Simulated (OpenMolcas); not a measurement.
# Tc5+: moving or changing the point charges

Tc5+ among 4 point charges of -2 e arranged as a square (D4h), 2.02 Å from the ion.

- Program: OpenMolcas
- Method: SS-CASPT2, IPEA 0.25 Eh, imaginary shift 0.1 Eh (closed shells correlated: 4s 4p)
- Basis: ANO-RCC-VDZP [6s5p3d1f]
- Scalar Hamiltonian: DKH2, point nucleus
- Active space: 2 electrons in 5 orbitals (4d)
- State averaging: 2S+1 = 3 even, 10 roots; 2S+1 = 1 even, 15 roots
- Spin-orbit coupling: RASSI with atomic mean-field integrals over the reference wave functions

Runs around this geometry, states (labels of D4, the rotations of D4h). Energies in cm-1 above the lowest state or level, χT in cm3 K/mol.

```json
{"R (Å)": "1.93", "q (e)": "-1.3", "Ground state": "3A2", "First state of that spin": "3E 760", "First gap with spin-orbit (degeneracies)": "770 (1, 2)", "χT at 300 K": "0.076", "First state of another spin": "1B2 10810"}
{"R (Å)": "1.77", "q (e)": "-2", "Ground state": "3E", "First state of that spin": "3A2 1040", "First gap with spin-orbit (degeneracies)": "1010 (1, 2)", "χT at 300 K": "0.055", "First state of another spin": "1A1 7770"}
{"R (Å)": "2.02", "q (e)": "-2", "Ground state": "3E", "First state of that spin": "3A2 14", "First gap with spin-orbit (degeneracies)": "900 (1, 2)", "χT at 300 K": "0.055", "First state of another spin": "1A1 9790"}
```

The ground state changes within this set.

Free-ion shares, where given, are those of the reference states; single-state CASPT2 does not remix them. Spin-orbit coupling mixes the spin-free states strongly: the lowest level takes only 50 % from its leading state, 3A2 (figures for R = 1.93, q = -1.3; the like holds for R = 2.02, q = -2). An orbital doublet at a regular site is open to a Jahn-Teller distortion, which this geometry leaves out (holds for R = 1.77, q = -2; R = 2.02, q = -2). Point charges carry no covalency, so the field is a model and not that of real ligands. No measured value stands beside these numbers.
